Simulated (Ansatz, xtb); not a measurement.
Breaking the B1–H2 bond in BCl2H (SMILES ClBCl) (multiplicity 1 held, fragments rigid). Energies count from the point at 1.182 Å.
Geometry at that point (charge 0, multiplicity 1):
| atom | x (Å) | y (Å) | z (Å) |
|---|---|---|---|
| B | -0.4996 | -0.3156 | -0.3776 |
| H | -1.3415 | -0.8474 | -1.0138 |
| Cl | -0.3583 | 1.4202 | -0.4187 |
| Cl | 0.5841 | -1.2776 | 0.5894 |

R- and RO- levels are restricted; in cc, def2 and unpolarised 6-31G sets they are followed outwards from rest. Unrestricted levels (U-) break spin symmetry where that is lower. Active spaces are followed from a long bond inwards. Curves can end on different states.

Frozen-core correlation.

Programs: Ansatz (Gaussian basis) for Hartree–Fock, density functionals and correlated methods; xtb for the GFN methods. Each number belongs to the level named beside it. The GFN methods have no spin term and hold the electronic entropy of 300 K.

Energies in kJ/mol.

```
R (Å)  GFN2-xTB  R-CCSD/cc-pV(D+d)Z  U-CCSD(T)/cc-pV(D+d)Z  FIC-MRCISD+Q on CASSCF(2,2)/cc-pV(D+d)Z
-----  --------  ------------------  ---------------------  ---------------------------------------
0.945       104                 122                    123                                      123
1.063        17                  28                     28                                       28
1.182         0                   0                      0                                        0
1.300        14                  10                     10                                       10
1.418        42                  41                     40                                       40
1.595        94                 105                    103                                      103
1.772       151                 174                    170                                      171
2.068       244                 278                    273                                      271
2.363       325                 358                    351                                      344
2.718       400                 421                    410                                      398
3.190       464                 464                    436                                      429
3.781       501                 484                    441                                      440
```

Doubts at one or more of the structures used: a restricted determinant that unrestricted orbitals would lower (R-CCSD/cc-pV(D+d)Z); other coupled-cluster roots lie near (R-CCSD/cc-pV(D+d)Z); T1 above 0.05 (R-CCSD/cc-pV(D+d)Z, U-CCSD(T)/cc-pV(D+d)Z); a spin-contaminated determinant (U-CCSD(T)/cc-pV(D+d)Z).

Ansatz is a first-principles code.
